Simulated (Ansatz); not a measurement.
Relaxation of CH6AlCl2NO (12 atoms, charge 0, multiplicity 1), to a largest force component of 0.03 eV/Å in at most 50 steps.

Computed with RKS LDA/6-31G (Ansatz 0.2.0).

```xyz
12
Properties=species:S:1:pos:R:3:forces:R:3
Al -0.374 0.692 1.420 0.95 -0.74 -1.30
N 0.668 -0.475 0.401 -0.82 1.11 0.73
C 0.144 -1.617 -0.336 -0.02 0.04 -0.01
Cl -2.517 0.430 1.222 0.00 0.00 -0.01
Cl 0.536 2.022 2.860 -0.02 -0.01 -0.03
H 0.528 1.211 -1.180 0.22 -0.51 0.15
O 0.088 2.073 -1.373 -0.31 0.10 0.40
H 1.685 -0.468 0.534 -0.03 0.00 0.00
H -0.951 -1.508 -0.463 0.02 -0.01 0.01
H 0.593 -1.692 -1.347 -0.03 -0.01 0.01
H 0.317 -2.581 0.184 0.00 0.00 0.00
H -0.718 1.914 -1.921 0.03 0.02 0.04
```

Task: Where does it end, and by what steps?

Result: The forces met the threshold. Limits of this set-up: no polarisation functions. After 21 steps the energy has fallen by 2.457 eV; H12 moved furthest, 1.33 Å. Parted: H6–O7 (0.99 → 2.24 Å). Joined: Al1–O7 (3.15 → 1.74 Å), N2–H6 (2.32 → 1.04 Å).

| step | energy less start (eV) | largest force component (eV/Å) | accepted |
| --- | --- | --- | --- |
| 0 | 0.0000 | 1.303 | yes |
| 1 | -0.2528 | 1.052 | yes |
| 2 | -0.5314 | 1.551 | yes |
| 3 | -0.9735 | 1.386 | yes |
| 4 | -1.1612 | 2.902 | yes |
| 5 | -1.3661 | 1.000 | yes |
| 6 | -1.4563 | 0.585 | yes |
| 7 | -1.5909 | 1.864 | yes |
| 8 | -1.8175 | 3.109 | yes |
| 9 | -1.7328 | 4.155 | no |
| 10 | -2.0708 | 1.243 | yes |
| 11 | -2.2490 | 0.769 | yes |
| 12 | -2.3761 | 0.490 | yes |
| 13 | -2.4205 | 0.512 | yes |
| 14 | -2.4415 | 0.346 | yes |
| 15 | -2.4505 | 0.193 | yes |
| 16 | -2.4493 | 0.563 | no |
| 17 | -2.4545 | 0.071 | yes |
| 18 | -2.4563 | 0.077 | yes |
| 19 | -2.4572 | 0.053 | yes |
| 20 | -2.4572 | 0.084 | no |
| 21 | -2.4575 | 0.008 | yes |

```xyz
12
Properties=species:S:1:pos:R:3
Al -0.460 1.094 0.632
N 0.706 -0.272 -0.183
C 0.133 -1.630 -0.313
Cl -2.363 0.094 1.080
Cl 0.676 1.695 2.420
H 0.844 0.198 -1.100
O -0.344 2.072 -0.797
H 1.602 -0.275 0.333
H -0.842 -1.564 -0.823
H 0.804 -2.304 -0.874
H -0.053 -2.045 0.692
H -0.702 2.936 -1.067
```

Whether the end is a true minimum wasn't checked by a vibrational analysis.

Time of the run: 21 s on 2 threads of AMD EPYC 9R45 96-Core Processor (Zen 5), with other jobs on the host, peak memory 0.2 GiB.
